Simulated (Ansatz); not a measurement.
Consider the ligand exchange at the Si–S bond: `N[SiH2]S[SiH](N)F` + H–F → `N[SiH](F)F` + `N[SiH2]S`.

Gas-phase electronic energies from Ansatz, PBE0-D4/def2-TZVP geometries. CCSD(T)/CBS adds triple-zeta CCSD(T) − MP2 to the extrapolated MP2 energy (def2 sets, frozen cores). This one scheme is used for every species. Each species was taken in one conformer, which may not be the lowest.

`N[SiH2]S[SiH](N)F`:

Z-matrix (Å, degrees):
```
Si
S 1 2.171
N 1 1.706 2 117.0
H 1 1.481 2 108.0 3 122.6
H 1 1.482 2 103.0 3 -119.8
Si 2 2.105 1 98.1 3 -44.2
H 3 1.008 1 119.0 2 -67.8
H 3 1.009 1 117.1 2 69.4
N 6 1.708 2 109.5 1 -39.6
F 6 1.600 2 113.4 1 76.5
H 6 1.480 2 107.3 1 -168.2
H 9 1.008 6 119.6 2 -45.0
H 9 1.009 6 119.8 2 171.1
```

H–F:

Cartesian coordinates in Å:
```
F -0.264 0.312 -0.210
H 0.264 -0.312 0.210
```

`N[SiH](F)F`:

Z-matrix (Å, degrees):
```
Si
F 1 1.586
F 1 1.591 2 104.6
N 1 1.684 2 108.1 3 122.7
H 1 1.470 2 111.4 3 -115.3
H 4 1.006 1 121.4 2 160.3
H 4 1.007 1 122.6 2 -42.8
```

`N[SiH2]S`:

Cartesian coordinates in Å:
```
N 1.430 -0.047 -0.030
Si -0.211 0.327 0.250
S -1.509 -1.229 -0.468
H 1.995 -0.434 0.706
H 1.773 -0.298 -0.942
H -0.635 1.564 -0.454
H -0.334 0.507 1.718
H -2.509 -0.389 -0.781
```

| species | CCSD(T)/CBS(def2) energy (Eh) |
| --- | --- |
| `N[SiH2]S[SiH](N)F` | -1189.54396 |
| H–F | -100.39570 |
| `N[SiH](F)F` | -545.34917 |
| `N[SiH2]S` | -744.61970 |

Q: Work out ΔE.

A: ΔE = (-545.34917) + (-744.61970) − (-1189.54396) − (-100.39570) = -0.02921 Eh = -18.3 kcal/mol.

Largest T1 diagnostic among the species: 0.011.

In def2-TZVPP, CCSD(T) changes the Hartree–Fock value by +8.6 kcal/mol (the triples alone add +1.7 kcal/mol) and MP2 by +10.2 kcal/mol. The D4 term adds +5.0 kcal/mol with B3LYP and +2.8 kcal/mol with PBE0; it sums over pairs of atoms, weighted by their polarisabilities, and B3LYP, whose exchange is more repulsive, gets the larger term.

B3LYP here is the variant with VWN-RPA as its local correlation; programs differ in this.
